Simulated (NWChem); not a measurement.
System: CuI cation, doublet; SMILES of the neutral closed-shell parent [Cu][I]

NWChem printed, in part:

```
             Northwest Computational Chemistry Package (NWChem) 7.3.0
             --------------------------------------------------------

 ORDER OF PRIMARY AXIS IS BEING SET TO 4
 C4V symmetry detected

                             Geometry "geometry" -> ""
                             -------------------------

 Output coordinates in angstroms (scale by  1.889725989 to convert to a.u.)

  No.       Tag          Charge          X              Y              Z
 ---- ---------------- ---------- -------------- -------------- --------------
    1 Cu                  29.0000     0.00000000     0.00000000    -1.60554685
    2 I                   53.0000     0.00000000     0.00000000     0.87850677

 Effective nuclear repulsion energy (a.u.)     327.4266810360

      Symmetry information
      --------------------

 Group name             C4v
 Group number             18
 Group order               8
 No. of unique centers     2

                                Z-matrix (autoz)
                                --------

 Units are Angstrom for bonds and degrees for angles

      Type          Name      I     J     K     L     M      Value
      ----------- --------  ----- ----- ----- ----- ----- ----------
    1 Stretch                  1     2                       2.48405

                           NWChem Geometry Optimization
                           ----------------------------

 maximum gradient threshold         (gmax) =   0.000450
 rms gradient threshold             (grms) =   0.000300
 maximum cartesian step threshold   (xmax) =   0.001800
 rms cartesian step threshold       (xrms) =   0.001200
 fixed trust radius                (trust) =   0.300000
 source of zmatrix                         =   autoz

          -------------------
          Energy Minimization
          -------------------

 Using diagonal initial Hessian
 Scaling for Hessian diagonals: bonds = 1.00  angles = 0.25  torsions = 0.10

          --------
          Step   0

                                 NWChem DFT Module
                                 -----------------

 Summary of "ao basis" -> "ao basis" (spherical)
 ------------------------------------------------------------------------------
       Tag                 Description            Shells   Functions and Types
 ---------------- ------------------------------  ------  ---------------------
 Cu                         def2-svp                11       31   5s3p2d1f
 I                          def2-svp                10       26   4s4p2d

      Symmetry analysis of basis
      --------------------------

        a1         21
        a2          0
        b1          5
        b2          5
        e          26

            General Information
            -------------------
          SCF calculation type: DFT
          Wavefunction type:  spin polarized.
          No. of atoms     :     2
          No. of electrons :    53
           Alpha electrons :    27
            Beta electrons :    26
          Charge           :     1
          Spin multiplicity:     2
          Use of symmetry is: on ; symmetry adaption is: on
          Maximum number of iterations: 150
          AO basis - number of functions:    57
                     number of shells:    21
          Convergence on energy requested:  1.00D-06
          Convergence on density requested:  1.00D-05
          Convergence on gradient requested:  5.00D-04

              XC Information
              --------------
          PerdewBurkeErnzerhof Exchange Functional  1.000
            Perdew 1991 LDA Correlation Functional  1.000 local
           PerdewBurkeErnz. Correlation Functional  1.000 non-local

             Grid Information
             ----------------
          Grid used for XC integration:  medium
          Radial quadrature: Mura-Knowles
          Angular quadrature: Lebedev.
          Tag              B.-S. Rad. Rad. Pts. Rad. Cut. Ang. Pts.
          ---              ---------- --------- --------- ---------
          Cu                  1.35      112           9.0       590
          I                   1.40      123          11.0       590
          Grid pruning is: on
          Number of quadrature shells:   235
          Spatial weights used:  Erf1

           DFT-D3BJ Model
          s6 scale factor  :        1.000000000000
          s8 scale factor  :        0.787500000000
          a1 parameter     :        0.428900000000
          a2 parameter     :        4.440700000000
              vdW contrib  :       -0.001319987349

      Superposition of Atomic Density Guess
      -------------------------------------

 Sum of atomic energies:       -1985.81234584

 Renormalizing density from      54.00 to     53

      Non-variational initial energy
      ------------------------------

 Total energy =   -1914.895876
 1-e energy   =   -3050.355315
 2-e energy   =     981.012891
 HOMO         =      -0.662729
 LUMO         =      -0.453190

   Symmetry analysis of molecular orbitals - initial alpha
   -------------------------------------------------------

 !! scf_movecs_sym_adapt:   10 vectors were symmetry contaminated

  Symmetry fudging

 !! scf_movecs_sym_adapt:    8 vectors were symmetry contaminated

  Numbering of irreducible representations:

[...]

      ----------------------
      Optimization converged
      ----------------------

  Step       Energy      Delta E   Gmax     Grms     Xrms     Xmax
  ---- ---------------- -------- -------- -------- -------- --------
@   23   -1937.43519487  4.4D-07  0.00030  0.00030  0.00004  0.00008
                                     ok       ok       ok       ok

                                Z-matrix (autoz)
                                --------

 Units are Angstrom for bonds and degrees for angles

      Type          Name      I     J     K     L     M      Value     Gradient
      ----------- --------  ----- ----- ----- ----- ----- ---------- ----------
    1 Stretch                  1     2                       2.39612    0.00030

                         Geometry "geometry" -> "geometry"
                         ---------------------------------

 Output coordinates in angstroms (scale by  1.889725989 to convert to a.u.)

  No.       Tag          Charge          X              Y              Z
 ---- ---------------- ---------- -------------- -------------- --------------
    1 Cu                  29.0000     0.00000000     0.00000000    -1.56157925
    2 I                   53.0000     0.00000000     0.00000000     0.83453917

 Effective nuclear repulsion energy (a.u.)     339.4429190351

      Symmetry information
      --------------------

 Group name             C4v
 Group number             18
 Group order               8
 No. of unique centers     2

                Final and change from initial internal coordinates
                --------------------------------------------------

                                Z-matrix (autoz)
                                --------

 Units are Angstrom for bonds and degrees for angles

      Type          Name      I     J     K     L     M      Value       Change
      ----------- --------  ----- ----- ----- ----- ----- ---------- ----------
    1 Stretch                  1     2                       2.39612   -0.08794

 ==============================================================================
                                internuclear distances
 ------------------------------------------------------------------------------
       center one      |      center two      | atomic units |  angstroms
 ------------------------------------------------------------------------------
    2 I                |   1 Cu               |     4.52801  |     2.39612
 ------------------------------------------------------------------------------
                         number of included internuclear distances:          1
 ==============================================================================

[second-derivative integrals and response iterations left out]

  Vibrational analysis via the FX method

  See chapter 2 in "Molecular Vibrations" by Wilson, Decius and Cross

  Vib: Default input used

[...]

 Rotational Constants
 --------------------
 A=   0.000000 cm-1  (  0.000000 K)
 B=   0.069796 cm-1  (  0.100418 K)
 C=   0.069796 cm-1  (  0.100418 K)

 Temperature                      =   298.15K
 frequency scaling parameter      =   1.0000

 Linear Molecule

 Zero-Point correction to Energy  =    0.355 kcal/mol  (  0.000565 au)
 Thermal correction to Energy     =    2.142 kcal/mol  (  0.003413 au)
 Thermal correction to Enthalpy   =    2.734 kcal/mol  (  0.004357 au)

 Total Entropy                    =   61.221 cal/mol-K
   - Translational                =   41.610 cal/mol-K (mol. weight = 189.8302)
   - Rotational                   =   17.869 cal/mol-K (symmetry #  =        1)
   - Vibrational                  =    1.742 cal/mol-K

 Cv (constant volume heat capacity) =    6.731 cal/mol-K
   - Translational                  =    2.979 cal/mol-K
   - Rotational                     =    1.986 cal/mol-K
   - Vibrational                    =    1.765 cal/mol-K

[normal modes left out]

 ----------------------------------------------------------------------------
 Normal Eigenvalue ||           Projected Infra Red Intensities
  Mode   [cm**-1]  || [atomic units] [(debye/angs)**2] [(KM/mol)] [arbitrary]
 ------ ---------- || -------------- ----------------- ---------- -----------
    1        0.000 ||    0.008585           0.198         8.369      17.185
    2        0.000 ||    0.008585           0.198         8.369      17.185
    3        0.000 ||    0.000553           0.013         0.539       1.108
    4        0.000 ||    0.000553           0.013         0.539       1.108
    5        0.000 ||    0.005268           0.122         5.135      10.545
    6      248.288 ||    0.006429           0.148         6.268      12.870
 ----------------------------------------------------------------------------
```

Level: PBE-D3(BJ)/def2-SVP with def2 effective core potentials on I, spin-unrestricted. The state is orbitally degenerate and is run as one real component. The spin multiplicity was typed, not searched, and may not be the lowest. def2 effective core potentials on I; no spin-orbit coupling.

### Question
Write an input that gives this output.

### Answer
This is not unique; one that fits is the input that was run:
```
start job
memory heap 200 mb stack 900 mb global 1100 mb
charge 1
geometry units angstroms
  Cu    -1.081486    -0.821951    -0.945801
  I      0.541542     0.411583     0.473599
end
basis spherical
  * library def2-svp
end
ecp
  I library def2-ecp
end
dft
  odft
  mult 2
  xc xpbe96 cpbe96
  disp vdw 4
  iterations 150
  convergence damp 70 ncydp 30 lshift 0.3 ncysh 40
end
driver
  maxiter 120
end
task dft optimize
dft
  grid fine
  convergence energy 1d-8 density 1d-7
end
task dft freq numerical
```
